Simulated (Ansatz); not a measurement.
Geometry optimisation, RKS PBE/def2-SVP in Ansatz.

Input:

```yaml
crystal:
  periodic: [false, false, false]
  atoms:
    - { symbol: Ti, position_ang: [0.0, 0.0, 0.0] }
    - { symbol: Cl, position_ang: [0.0, 0.0, 2.72] }
    - { symbol: O, position_ang: [1.8106, 0.0, -0.6394] }
    - { symbol: H, position_ang: [2.1269, -0.9521, -0.756] }
    - { symbol: O, position_ang: [-0.9043, 1.5667, -0.6394] }
    - { symbol: H, position_ang: [-1.8621, 1.336, -0.8617] }
    - { symbol: F, position_ang: [-0.8619, -1.4933, -0.6094] }
    - { symbol: Si, position_ang: [1.4475, 2.1829, 0.8703] }
    - { symbol: H, position_ang: [2.5705, 1.7294, 1.6856] }
    - { symbol: H, position_ang: [1.9516, 2.9242, -0.282] }
    - { symbol: H, position_ang: [0.5871, 3.0514, 1.6684] }
    - { symbol: H, position_ang: [0.8426, 1.2708, 2.1941] }
basis:
  gaussian: { orbitals: def2-SVP }
hamiltonian:
  xc: pbe
relax:
  f_tol: 0.15
  max_steps: 25
  restrain:
    - { distance: [0, 7], at: 3.66, k: 30.0 }
    - { distance: [11, 1], at: 2.57, k: 30.0 }
    - { distance: [0, 1], at: 2.37, k: 30.0 }
    - { distance: [11, 7], at: 1.46, k: 30.0 }
```

Launched with:

```bash
$ ansatz run input.yaml --threads 4 --pin off --max-ram 5120MiB --backend cpu --events-out ev --progress --plain --runs-dir out
```

Task: Where does it end, and by what steps?

Result: The run converged. The restraints hold the end off the free minimum; the threshold counts their pulls, which the force column leaves out. Restrained pairs: Ti1–Si8 (2.76 → 3.66 Å), Cl2–H12 (1.61 → 2.58 Å), Ti1–Cl2 (2.72 → 2.33 Å), Si8–H12 (1.72 → 1.48 Å). After 9 steps the energy has fallen by 3.949 eV (the restraints' own energy left out); Cl2 moved furthest, 0.98 Å.

| step | energy less start (eV) | largest force component (eV/Å) | accepted |
| --- | --- | --- | --- |
| 0 | 0.0000 | 2.450 | yes |
| 1 | 0.2393 | 3.515 | yes |
| 2 | 0.0424 | 4.597 | yes |
| 3 | -1.0513 | 3.764 | yes |
| 4 | -2.6138 | 1.632 | yes |
| 5 | -3.4330 | 1.147 | yes |
| 6 | -3.8061 | 1.138 | yes |
| 7 | -3.9428 | 1.057 | yes |
| 8 | -3.9475 | 1.042 | yes |
| 9 | -3.9486 | 1.075 | yes |

```xyz
12
Properties=species:S:1:pos:R:3
Ti -0.165 -0.303 -0.040
Cl -0.457 -0.723 2.234
O 1.553 -0.297 -0.527
H 2.156 -1.061 -0.594
O -0.921 1.226 -0.563
H -1.873 1.415 -0.671
F -0.967 -1.629 -0.854
Si 1.670 2.588 1.262
H 3.064 2.434 1.807
H 1.733 2.753 -0.227
H 1.040 3.810 1.872
H 0.876 1.404 1.651
```

Time of the run: 35 s on 4 threads of Arm Neoverse V1, with other jobs on the host, peak memory 0.23 GiB.
